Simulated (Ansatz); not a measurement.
Reaction (ligand exchange at the Si–O bond): `B[SiH2]OBF` + `N[SiH2]F` → `B[SiH2]N[SiH2]F` + `OBF`

Computed with Ansatz on PBE0-D4/def2-TZVP structures; ΔE is electronic, products minus reactants. CCSD(T)/CBS is the MP2 limit (def2-TZVPP, def2-QZVPP) plus CCSD(T) − MP2 in def2-TZVPP, frozen cores. This one scheme is used for every species. DFT in def2-TZVPP. Each species was taken in one conformer, which may not be the lowest.

CCSD(T)/CBS gives +0.39 eV.

**Question.** Another level gave +0.36 eV. Which?
A. BHLYP/def2-TZVPP
B. HF/def2-TZVPP
C. r2SCAN/def2-TZVPP
D. revPBE/def2-TZVPP

**Answer.** C. r2SCAN 0.36, revPBE 0.44, HF/def2-TZVPP 0.73, BHLYP 0.55 eV.

Largest T1 diagnostic among the species: 0.013.

Leaving LDA and LC-ωPBE aside and taking each functional with its dispersion term where it has one, the values, not all of them listed here, spread over 0.20 eV, from revPBE-D4 to B2PLYP. LDA lies −0.19 eV from PBE without D4. In def2-TZVPP, CCSD(T) changes the Hartree–Fock value by −0.35 eV (the triples alone add −0.06 eV) and MP2 by −0.37 eV.
